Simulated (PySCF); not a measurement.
B(Me)2(NH2) (C2H8BN), SMILES CB(C)N.

Geometry: TPSSh-D3(BJ)/def2-SVP. Other conformers were not sampled.

Two levels are set side by side: TDDFT-PBE/def2-SVPD (PySCF) and TDDFT-B3LYP/def2-SVPD (PySCF). Vertical, same geometry. The lowest singlet is HOMO→LUMO 100 % with PBE and HOMO→LUMO 98 % with the other functional; states are paired by order. Differences are taken from unrounded values.

```
quantity                               TDDFT-B3LYP  TDDFT-PBE  TDDFT-PBE minus TDDFT-B3LYP
-------------------------------------  -----------  ---------  ---------------------------
lowest singlet excitation (eV)                6.89       6.49                        -0.40
lowest triplet excitation (TDA) (eV)          6.52       6.15                        -0.37
first bright state (f over 0.05) (eV)         8.25       7.95                        -0.30
its oscillator strength                       0.19       0.29                         0.09
```

A lower first singlet is the usual sign of a functional without exact exchange. Differences between two approximate levels are no errors against the true value.

Rough cost on one machine, each run with all the roots and properties that it gave: TDDFT-B3LYP against TDDFT-PBE about 2 times.
